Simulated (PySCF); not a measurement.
SMILES c1(ccccc1)C(=O)OC (GFN2-xTB optimised geometry):

```
18

C     -2.445    -2.559    -0.001
O     -1.709    -1.346     0.000
C     -0.372    -1.475    -0.001
O      0.183    -2.547     0.000
C      0.328    -0.168     0.000
C     -0.364     1.040     0.000
C      0.335     2.232     0.000
C      1.721     2.227     0.000
C      2.414     1.027     0.000
C      1.721    -0.168     0.000
H     -3.494    -2.280     0.044
H     -2.171    -3.170     0.863
H     -2.238    -3.128    -0.910
H     -1.443     1.034     0.000
H     -0.201     3.170     0.000
H      2.263     3.162     0.000
H      3.494     1.025     0.000
H      2.238    -1.117     0.000
```

Level of theory: B3LYP/def2-SVP in PySCF.

Question: What are the frontier orbital energies and the dipole moment?

Answer: HOMO-2 -7.59 eV, HOMO-1 -7.29 eV, HOMO -7.25 eV, LUMO -1.36 eV, LUMO+1 -0.39 eV; dipole moment 1.83 D.

On the same geometry PBE/def2-SVP (PySCF 2.14.0) gives HOMO-2 -6.51 eV, HOMO-1 -6.47 eV, HOMO -6.16 eV, LUMO -2.06 eV, LUMO+1 -1.16 eV; dipole moment 1.75 D.

Meta-Löwdin charges at B3LYP/def2-SVP: C1 -0.07, O2 -0.34, C3 0.49, O4 -0.45, C5 -0.04, C6 -0.09, C7 -0.10, C8 -0.09, C9 -0.10, C10 -0.08, H11 0.11, H12 0.11, H13 0.11, H14 0.12, H15 0.10, H16 0.10, H17 0.11, H18 0.12.
